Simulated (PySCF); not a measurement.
Al(H)(Me)(SeH), SMILES [SeH][AlH][CH3], CAM-B3LYP/def2-SVP optimised geometry.

```
8

Al     0.38     0.20     0.00
H      1.74     1.01     0.00
C     -1.39     1.01     0.00
H     -1.35     2.11    -0.03
H     -1.95     0.73     0.91
H     -1.99     0.67    -0.86
Se     0.52    -2.11     0.00
H      1.99    -2.11     0.00
```

Density from PySCF 2.14.0 with CAM-B3LYP/def2-TZVP at that geometry.

Minimum of the electron density along straight lines between bonded atoms, close to the bond critical point (lines longer than 1.1 times the sum of covalent radii, or with two minima, are not listed):

```tsv
bond	length / Å	ρ at the minimum / e bohr⁻³	∇²ρ there / e bohr⁻⁵	position (fraction from the first atom)
Al1–H2	1.580	0.084	0.20	0.51
Al1–C3	1.948	0.089	0.25	0.41
C3–H4	1.101	0.266	-0.87	0.64
C3–H5	1.103	0.263	-0.85	0.64
C3–H6	1.102	0.264	-0.85	0.64
Al1–Se7	2.318	0.066	0.13	0.36
Se7–H8	1.469	0.174	-0.31	0.63
```
